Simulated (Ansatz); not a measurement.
Ansatz (a quantum-chemistry and plane-wave program) input (BLYP/def2-TZVPD):

Ansatz 0.2 input:
```yaml
crystal:
  periodic: [false, false, false]
  atoms:
    - {symbol: C, position_ang: [-1.93838682, 0.25398546, 0.26333237]}
    - {symbol: C, position_ang: [-1.66110414, -1.07042148, 0.30091808]}
    - {symbol: O, position_ang: [-0.32293312, -1.22988621, 0.11819833]}
    - {symbol: C, position_ang: [0.21942406, 0.02347536, -0.03286033]}
    - {symbol: C, position_ang: [-0.75698207, 0.98398203, 0.05114342]}
    - {symbol: C, position_ang: [1.65540178, 0.09017115, -0.24282927]}
    - {symbol: O, position_ang: [2.27124037, 1.12099362, -0.39143130]}
    - {symbol: H, position_ang: [-2.24377462, -1.96290403, 0.43667784]}
    - {symbol: H, position_ang: [-0.60609417, 2.04599895, -0.03255763]}
    - {symbol: H, position_ang: [2.15329394, -0.89910943, -0.25648202]}
basis:
  gaussian:
    orbitals: def2-TZVPD
hamiltonian:
  xc: {name: BLYP}
magnetization: {spin_polarized: true, initial_magnetization: 1}
output: {forces: true}
```

End of the output:

```
integrals: 0.24 GiB planned
1391 factors; their error is unknown
mean field: 2.30 GiB planned
mean field evaluation 1: about -9314.0414 eV, gradient 5.2e1 eV
mean field evaluation 2: about -9279.7409 eV, gradient 9.8e1 eV
mean field evaluation 4: about -9324.9047 eV, gradient 1.2e1 eV
mean field evaluation 8: about -9325.5584 eV, gradient 5.7e-1 eV
mean field evaluation 16: about -9325.5122 eV, gradient 2.3e-3 eV
mean field evaluation 32: about -9325.5103 eV, gradient 5.7e-1 eV
mean field -9325.51216084 eV, -342.7062508518 hartree, gradient 5.3e-5 eV, S^2 0.754471; 4 other end points of the search recorded, 0 dependent functions left out
the calculation of the forces begins
reference -9325.51255970 eV, -342.7062655094 hartree; 25, 24 occupied and 267, 268 virtual orbitals, 1391 factors
Total energy: -9325.51255970 eV, -342.7062655094 hartree
Atom 0 at    -1.938387     0.253985     0.263332 Å, force    -0.312895     0.489503     0.016304 eV/Å
Atom 1 at    -1.661104    -1.070421     0.300918 Å, force    -0.409145    -0.310704     0.076868 eV/Å
Atom 2 at    -0.322933    -1.229886     0.118198 Å, force     0.370645    -0.836900    -0.004295 eV/Å
Atom 3 at     0.219424     0.023475    -0.032860 Å, force     0.456526     0.160077    -0.074867 eV/Å
Atom 4 at    -0.756982     0.983982     0.051143 Å, force    -0.346294     0.383850     0.027269 eV/Å
Atom 5 at     1.655402     0.090171    -0.242829 Å, force    -0.457454    -0.614481     0.101548 eV/Å
Atom 6 at     2.271240     1.120994    -0.391431 Å, force     0.677549     0.974276    -0.154154 eV/Å
Atom 7 at    -2.243775    -1.962904     0.436678 Å, force    -0.124665    -0.207178     0.029994 eV/Å
Atom 8 at    -0.606094     2.045999    -0.032558 Å, force     0.029961     0.241710    -0.018421 eV/Å
Atom 9 at     2.153294    -0.899109    -0.256482 Å, force     0.115773    -0.280152    -0.000246 eV/Å
Dipole moment:    -0.460016    -0.369733     0.087617 e Å
```

It need not be the lowest isomer of its formula.
